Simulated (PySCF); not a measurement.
Compound: C₄H₉GaSi.
Structure used (PBE0-D3(BJ)/def2-SVP), in Å, numbered top down from 1:
```xyz
15
C4H9GaSi angstrom
C      4.396    0.531   -0.391
C      3.326    0.407    0.185
Ga     1.631    0.211    1.073
C      0.016   -0.001   -0.035
C     -1.305   -0.156    0.724
Si    -2.802   -0.346   -0.413
H      5.339    0.638   -0.898
H      1.610    0.231    2.641
H      0.199   -0.864   -0.701
H     -0.015    0.869   -0.718
H     -1.488    0.710    1.384
H     -1.277   -1.030    1.397
H     -2.931    0.857   -1.295
H     -2.633   -1.549   -1.288
H     -4.068   -0.500    0.370
```

Method used: PBE0-D3(BJ)/def2-SVP geometry optimisation, gas phase in PySCF.

Which atoms are bound to Ga3, and at what distances?

3 atoms: H8 1.568 Å, C2 1.924 Å, C4 1.971 Å. The nearest atom not counted as bound is H10, at 2.52 Å (others tie with it).

List the angles at Ga3.

```
    angle  degrees  distance of the outer atoms (Å)
C4–Ga3–H8    123.5                             3.12
C2–Ga3–C4    118.3                             3.34
C2–Ga3–H8    118.2                             3.00
```

What is the shape at Ga3?

Planar: angles 123.5°, 118.3° and 118.2°, sum 360.0°, 0.00 Å off the plane of its three neighbours. The Ga–C distances aren't all alike: 1.924 to 1.971 Å.

What are the other bond lengths?

C1≡C2 1.221 Å; C4–C5 1.532 Å; C5–Si6 1.889 Å; C1–H7 1.076 Å; C4–H9, C4–H10 1.106 Å; C5–H11, C5–H12 1.104 Å; Si6–H13, Si6–H14, Si6–H15 1.497 Å.

Give some angles away from the centre.

C1–C2–Ga3 179.3°, Ga3–C4–C5 116.1°, C4–C5–Si6 113.3°.

What are the rotational constants (commonest isotopes, rigid rotor)?

A = 6780, B = 623.8, C = 579.1 MHz: a near-prolate asymmetric top.

Point group: Cs (tolerance 0.08 Å). Charge 0, singlet. Stationary, but not proved a minimum.

One conformer stands for the species.
